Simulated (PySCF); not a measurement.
C6H6N (SMILES Nc1[c]cccc1), doublet, geometry from GFN2-xTB, atoms displaced at random by about 0.03 Å a coordinate; PBE0/STO-3G, gradient (PySCF).

The PySCF input:
```python
from pyscf import gto, scf, dft

mol = gto.M(
    atom='''
N     2.311742   -0.058365   -0.411591
C     0.970858   -0.053112   -0.201728
C     0.111133   -1.210748   -0.180661
C    -1.171200   -1.263591    0.025983
C    -1.850904   -0.070238    0.324643
C    -1.076410    1.195443    0.312841
C     0.281550    1.127240    0.062041
H     2.750145   -1.044099   -0.322888
H     2.810899    0.678688   -0.147978
H    -1.760809   -2.122228   -0.010601
H    -2.902202    0.029389    0.475135
H    -1.547717    2.137506    0.522905
H     0.862441    2.076386    0.134841
''',
    basis='sto-3g',
    charge=0,
    spin=1,
    verbose=4,
)

mf = dft.UKS(mol)
mf.xc = 'pbe0'
mf.grids.level = 5
mf.kernel()
g = mf.nuc_grad_method()
g.grid_response = False
grad = g.kernel()
```

It wrote (shortened):

```
PySCF version 2.14.0

[INPUT] verbose = 4
[INPUT] num. atoms = 13
[INPUT] num. electrons = 49
[INPUT] charge = 0
[INPUT] spin (= nelec alpha-beta = 2S) = 1
[INPUT] symmetry False subgroup None
[INPUT] Mole.unit = angstrom
[INPUT] Symbol           X                Y                Z      unit          X                Y                Z       unit  Magmom
[INPUT]  1 N      2.311742000000  -0.058365000000  -0.411591000000 AA    4.368559250654  -0.110293865260  -0.777794265336 Bohr   0.0
[INPUT]  2 C      0.970858000000  -0.053112000000  -0.201728000000 AA    1.834655725843  -0.100367133928  -0.381210671656 Bohr   0.0
[INPUT]  3 C      0.111133000000  -1.210748000000  -0.180661000000 AA    0.210010933401  -2.287982125865  -0.341399811390 Bohr   0.0
[INPUT]  4 C     -1.171200000000  -1.263591000000   0.025983000000 AA   -2.213247237091  -2.387840923465   0.049100753895 Bohr   0.0
[INPUT]  5 C     -1.850904000000  -0.070238000000   0.324643000000 AA   -3.497701642862  -0.132730583537   0.613486358257 Bohr   0.0
[INPUT]  6 C     -1.076410000000   1.195443000000   0.312841000000 AA   -2.034120097743   2.259059867528   0.591183810535 Bohr   0.0
[INPUT]  7 C      0.281550000000   1.127240000000   0.062041000000 AA    0.532052390371   2.130174876655   0.117240498494 Bohr   0.0
[INPUT]  8 H      2.750145000000  -1.044099000000  -0.322888000000 AA    5.197020852842  -1.973061156932  -0.610169888909 Bohr   0.0
[INPUT]  9 H      2.810899000000   0.678688000000  -0.147978000000 AA    5.311829273814   1.282534444029  -0.279637892461 Bohr   0.0
[INPUT] 10 H     -1.760809000000  -2.122228000000  -0.010601000000 AA   -3.327446767669  -4.010429693883  -0.020032986647 Bohr   0.0
[INPUT] 11 H     -2.902202000000   0.029389000000   0.475135000000 AA   -5.484366938165   0.055537161075   0.897875022195 Bohr   0.0
[INPUT] 12 H     -1.547717000000   2.137506000000   0.522905000000 AA   -2.924761248333   4.039300929615   0.988147239166 Bohr   0.0
[INPUT] 13 H      0.862441000000   2.076386000000   0.134841000000 AA    1.629777288596   3.923800868881   0.254812560362 Bohr   0.0

nuclear repulsion = 260.826037000314
number of shells = 27
number of NR pGTOs = 123
number of NR cGTOs = 41
basis = sto-3g
ecp = {}

******** <class 'pyscf.dft.uks.UKS'> ********
method = UKS
initial guess = minao
damping factor = 0
level_shift factor = 0
DIIS = <class 'pyscf.scf.diis.CDIIS'>
diis_start_cycle = 1
diis_space = 8
diis_damp = 0
SCF conv_tol = 1e-09
SCF conv_tol_grad = None
SCF max_cycles = 50
direct_scf = True
direct_scf_tol = 1e-13
number electrons alpha = 25  beta = 24
XC library pyscf.dft.libxc version 7.1.2
    S. Lehtola, C. Steigemann, M. J. T. Oliveira, and M. A. L. Marques,  SoftwareX 7, 1–5 (2018)
XC functionals = pbe0
    C. Adamo and V. Barone,  J. Chem. Phys. 110, 6158 (1999)
    M. Ernzerhof and G. E. Scuseria,  J. Chem. Phys. 110, 5029 (1999)
radial grids:
    Treutler-Ahlrichs [JCP 102, 346 (1995); DOI:10.1063/1.469408] (M4) radial grids

becke partition: Becke, JCP 88, 2547 (1988); DOI:10.1063/1.454033
pruning grids: <function nwchem_prune>
grids dens level: 5
symmetrized grids: False
atomic radii adjust function: <function treutler_atomic_radii_adjust>
small_rho_cutoff = 0
Set gradient conv threshold to 3.16228e-05
tot grids = 441224
init E= -284.456373376629

cycle= 1 E= -282.959123753604  delta_E=  1.5  |g|= 0.211  |ddm|=  3.7
cycle= 2 E= -282.97881597101  delta_E= -0.0197  |g|= 0.168  |ddm|= 0.529
cycle= 3 E= -282.995049892221  delta_E= -0.0162  |g|= 0.0368  |ddm|= 0.237
cycle= 4 E= -282.995851942123  delta_E= -0.000802  |g|= 0.0212  |ddm|= 0.0804
cycle= 5 E= -282.996221951627  delta_E= -0.00037  |g|= 0.00819  |ddm|= 0.0436
cycle= 6 E= -282.996315620989  delta_E= -9.37e-05  |g|= 0.00292  |ddm|= 0.0194
cycle= 7 E= -282.996359607779  delta_E= -4.4e-05  |g|= 0.00215  |ddm|= 0.0183
cycle= 8 E= -282.99637685337  delta_E= -1.72e-05  |g|= 0.00129  |ddm|= 0.0108
cycle= 9 E= -282.996389246038  delta_E= -1.24e-05  |g|= 0.000493  |ddm|= 0.0143
cycle= 10 E= -282.996390978236  delta_E= -1.73e-06  |g|= 0.00036  |ddm|= 0.00585
cycle= 11 E= -282.996391186021  delta_E= -2.08e-07  |g|= 9.03e-05  |ddm|= 0.00162
cycle= 12 E= -282.996391208079  delta_E= -2.21e-08  |g|= 5.08e-05  |ddm|= 0.000558
cycle= 13 E= -282.996391210049  delta_E= -1.97e-09  |g|= 2.94e-05  |ddm|= 0.000127
cycle= 14 E= -282.996391210914  delta_E= -8.65e-10  |g|= 1.25e-05  |ddm|= 7.18e-05
Extra cycle  E= -282.996391210865  delta_E= 4.87e-11  |g|= 1.88e-05  |ddm|= 5.06e-05
converged SCF energy = -282.996391210865  <S^2> = 0.76720009  2S+1 = 2.0171268

******** <class 'pyscf.grad.uks.Gradients'> for <class 'pyscf.dft.uks.UKS'> ********
unit = Eh/Bohr
grid_response = False
--------------- UKS gradients ---------------
         x                y                z
0 N     0.0192825979     0.1733105190     0.0513991716
1 C     0.0713034085     0.0272185657    -0.0143225411
2 C    -0.1279760789    -0.0077441556     0.0247939647
3 C     0.0780223244    -0.0429869695    -0.0211581928
4 C    -0.0495145456    -0.0823902416     0.0075031213
5 C     0.0346302204     0.0868055901     0.0003540699
6 C    -0.0134233151    -0.0494978113    -0.0073813903
7 H     0.0079523152    -0.0459125008     0.0035039191
8 H    -0.0808724831    -0.1128887570    -0.0431457660
9 H     0.0212975600     0.0476089668     0.0022494232
10 H     0.0250150126     0.0081730934    -0.0047127578
11 H     0.0093042893    -0.0143895916    -0.0034768335
12 H     0.0049791346     0.0126933230     0.0043938891
----------------------------------------------
```
